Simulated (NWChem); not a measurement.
System: C2H3O2, doublet; SMILES O=C([O])C

Here is an NWChem input.

```
start job
memory heap 200 mb stack 900 mb global 1100 mb
geometry units angstroms noautosym nocenter noautoz
  C      0.021342     1.338101    -0.007262
  C     -0.007608    -0.149090    -0.004866
  O     -1.046835    -0.833116     0.113317
  O      1.012740    -0.868180    -0.101224
  H      0.378018     1.689391     0.973002
  H     -0.984769     1.738092    -0.189655
  H      0.723849     1.696337    -0.772761
end
basis spherical
  * library pcj-1
end
dft
  odft
  mult 2
  xc xcamb88 1.00 lyp 0.81 vwn_5 0.19 hfexch 1.00
  cam 0.33 cam_alpha 0.19 cam_beta 0.46
  iterations 150
end
property
  hyperfine
end
task dft property
```

Coordinates come from a PBE0/def2-SVP, spin-unrestricted optimisation. No stability test was run on the SCF state.

Fermi-contact couplings, non-relativistic, static geometry.

Atoms are numbered as in the input.

What results follow from this input? (CAM-B3LYP/pcJ-1, spin-unrestricted, contact and dipolar terms.) Quantities: A(iso) 13C atom 1 (MHz); A(iso) 13C atom 2 (MHz); A(iso) 17O atom 3 (MHz); A(iso) 17O atom 4 (MHz); A(iso) 1H atom 6 (MHz); A(iso) 1H atom 7 (MHz); <S²>.


| Quantity | Result |
|---|---|
| A(iso) 13C atom 1 (MHz) | -14.2 |
| A(iso) 13C atom 2 (MHz) | -41.1 |
| A(iso) 17O atom 3 (MHz) | -25.0 |
| A(iso) 17O atom 4 (MHz) | -25.6 |
| A(iso) 1H atom 6 (MHz) | 17.7 |
| A(iso) 1H atom 7 (MHz) | 9.3 |
| <S²> | 0.757 |
